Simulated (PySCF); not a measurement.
HCl3SSi, SMILES `S[Si](Cl)(Cl)Cl`, neutral singlet in the gas phase. 

Z-matrix (Å, degrees):
```
Si
Cl 1 2.0389
Cl 1 2.0442 2 109.59
Cl 1 2.0442 2 109.56 3 -117.31
S 1 2.1154 2 105.99 4 -121.36
H 5 1.3459 1 93.54 2 -179.79
```
Charge 0, multiplicity 1.

All levels are single points at this geometry (B3LYP-D3(BJ)/def2-TZVP); Pople sets use spherical d functions. Orbital energies aren't observables, and empty levels follow the basis.

```json
[
 {"level": "B3LYP-D3(BJ)/def2-TZVP in PySCF", "HOMO (eV)": "-7.93", "LUMO (eV)": "-0.95", "gap (eV)": "6.98", "dipole (D)": "1.11", "vertical IE, Delta-SCF (eV)": "10.24"},
 {"level": "PBE-D3(BJ)/def2-TZVP in PySCF", "HOMO (eV)": "-6.92", "LUMO (eV)": "-1.68", "gap (eV)": "5.25", "dipole (D)": "1.08", "vertical IE, Delta-SCF (eV)": "9.92"},
 {"level": "B3LYP/6-31G* in PySCF", "HOMO (eV)": "-8.00", "LUMO (eV)": "-1.03", "gap (eV)": "6.97", "dipole (D)": "1.35", "vertical IE, Delta-SCF (eV)": "10.38"},
 {"level": "B3LYP/LANL2DZ in PySCF", "HOMO (eV)": "-8.46", "LUMO (eV)": "-1.71", "gap (eV)": "6.75", "dipole (D)": "1.81", "vertical IE, Delta-SCF (eV)": "–"},
 {"level": "M06-2X/6-31G* in PySCF", "HOMO (eV)": "-9.52", "LUMO (eV)": "0.04", "gap (eV)": "9.57", "dipole (D)": "1.40", "vertical IE, Delta-SCF (eV)": "–"},
 {"level": "SVWN5/6-31G* in PySCF", "HOMO (eV)": "-7.10", "LUMO (eV)": "-1.98", "gap (eV)": "5.12", "dipole (D)": "1.39", "vertical IE, Delta-SCF (eV)": "–"}
]
```
